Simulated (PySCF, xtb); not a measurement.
GaH3O2Se, SMILES [OH][Ga]([OH])[SeH].

GFN2-xTB (xtb) at its own geometry gives an orbital gap of 3.34 eV and a dipole moment of 0.70 D.

Coordinates come from a PBE-D3(BJ)/def2-SVP optimisation. The structure was generated by enumeration; whether it is a known compound was not checked. Other conformers were not sampled.

Question: What does PySCF with ωB97X/def2-TZVP give? (An estimate is asked for; the answer gives what the named calculation found.)

Answer: gap 10.65 eV (levels -9.79 and 0.86 eV), dipole 1.05 D.
